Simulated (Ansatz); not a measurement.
One change: `B[NH][GaH][O][SiH3]` becomes `B[NH][GaH][CH3]`.

Ansatz, PBE0-D4/def2-TZVP geometries, multiplicity 1. Each molecule was computed in one conformer, which needn't be the lowest.

Scalar relativity is left out up to krypton.

| property | `B[NH][GaH][O][SiH3]` |
| --- | --- |
| size of the dipole moment (ωB97M-V/def2-TZVPP) / D | 0.35 |
| size of the dipole moment (PBE/def2-TZVPP) / D | 0.39 |
| LUMO energy (PBE/def2-TZVPP) / eV | -1.92 |
| HOMO–LUMO gap (B3LYP/def2-TZVPP) / eV | 7.02 |
| HOMO energy (PBE0/def2-TZVPP) / eV | -8.58 |
| LUMO energy (ωB97M-V/def2-TZVPP) / eV | 0.65 |

**Question.** Give the same properties after the change, and the shifts. (An estimate is asked.)

**Answer.** Computed: 
```
                                          property  `B[NH][GaH][CH3]`  shift
size of the dipole moment (ωB97M-V/def2-TZVPP) / D               1.53   1.18
    size of the dipole moment (PBE/def2-TZVPP) / D               1.51   1.12
                 LUMO energy (PBE/def2-TZVPP) / eV              -1.95  -0.03
             HOMO–LUMO gap (B3LYP/def2-TZVPP) / eV               6.69  -0.33
                HOMO energy (PBE0/def2-TZVPP) / eV              -8.23   0.35
             LUMO energy (ωB97M-V/def2-TZVPP) / eV               0.60  -0.05
```

Dipoles are sizes alone; their direction can turn.

Positive LUMOs are unbound, so they and the gaps depend on the basis.

B3LYP here is the variant with VWN-RPA as its local correlation; programs differ in this.
